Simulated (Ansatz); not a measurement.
ClGaH2O2 (`[OH][Ga]([OH])[Cl]`). Total charge 0; spin multiplicity 1.

```xyz
6

O     0.100    1.498   -0.124
Ga   -0.159   -0.255   -0.150
O     0.676   -1.280    1.020
Cl   -1.459   -1.156   -1.565
H    -0.396    1.971   -0.797
H     1.238   -0.777    1.615
```

**Question.** List the harmonic frequencies (cm⁻¹, unscaled) at PBE0-D4/def2-TZVP in Ansatz. (Best estimate.)

**Answer.** The calculation gave: 145, 172, 182, 338, 361, 429, 698, 743, 851, 877, 3888, 3898.

**Question.** Is this a minimum?

**Answer.** Yes, all 12 modes are real.

**Question.** Give the ideal-gas thermochemistry at 298.15 K and 1 bar (rigid rotor, harmonic oscillator; point group Cs, symmetry number 1).

**Answer.** Zero-point energy 75.3 kJ/mol; H(298) − E = 93.5 kJ/mol; entropy 330.1 J/(mol·K), of which translation 170.4, rotation 111.4, vibration 48.3; G(298) − E = -4.9 kJ/mol.

**Question.** Rotational constants (cm⁻¹)?

**Answer.** 0.205, 0.09686, 0.06578.
